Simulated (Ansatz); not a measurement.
BClFH3OSi (`O[SiH2]B(F)Cl`) at its PBE0-D4/def2-TZVP geometry, where that method's forces vanish. The species carries charge 0 and has multiplicity 1.

```tsv
atom	x (Å)	y (Å)	z (Å)
O1	-0.5749	1.6596	0.3938
Si2	-0.7272	0.2090	-0.3722
B3	0.9049	-0.9487	-0.0188
F4	1.1426	-2.0780	-0.6485
Cl5	2.0708	-0.4619	1.2112
H6	-0.0031	1.6841	1.1630
H7	-1.9285	-0.5403	0.0951
H8	-0.8845	0.4761	-1.8237
```

Task: For each bond, give half the difference of the two atoms' forces along it (eV/Å; positive pushes the atoms apart) under PBE-D4, r2SCAN-D4, B3LYP-D4, ωB97M-V in def2-TZVPP. (Estimate.)

Result: Computed: 
| bond | length (Å) | PBE-D4 | r2SCAN-D4 | B3LYP-D4 | ωB97M-V |
| --- | --- | --- | --- | --- | --- |
| O1–Si2 | 1.647 | 0.34 | 0.05 | 0.17 | 0.18 |
| O1–H6 | 0.959 | 0.34 | 0.01 | -0.02 | -0.07 |
| Si2–B3 | 2.032 | -0.33 | -0.15 | -0.09 | -0.10 |
| Si2–H7 | 1.491 | 0.06 | 0.00 | -0.11 | -0.17 |
| Si2–H8 | 1.484 | 0.08 | 0.00 | -0.12 | -0.17 |
| B3–F4 | 1.315 | 0.54 | 0.18 | 0.17 | 0.22 |
| B3–Cl5 | 1.763 | 0.12 | 0.13 | 0.16 | 0.06 |

B3LYP here is the variant with VWN-RPA as its local correlation; programs differ in this.
